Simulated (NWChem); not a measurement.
# C₂H₆Zn; SMILES [CH3][Zn][CH3]

```xyz
9

Zn     0.0000     0.0000     0.0000
C      0.0000     0.0000     1.9469
H     -0.7252     0.7252     2.3514
H      0.9907     0.2655     2.3514
H     -0.2655    -0.9907     2.3514
C      0.0000     0.0000    -1.9469
H     -0.9907    -0.2655    -2.3514
H      0.7252    -0.7252    -2.3514
H      0.2655     0.9907    -2.3514
```
Atoms are numbered in this order, from 1.

Computed with NWChem. Structure relaxed at the PBE0/def2-SVP level.

Task: Predict the results for OLYP/def2-SVP. Quantities: highest occupied level (eV); orbital gap (eV).

Result: The highest occupied level (eV) is -5.68. The orbital gap (eV) is 5.36.
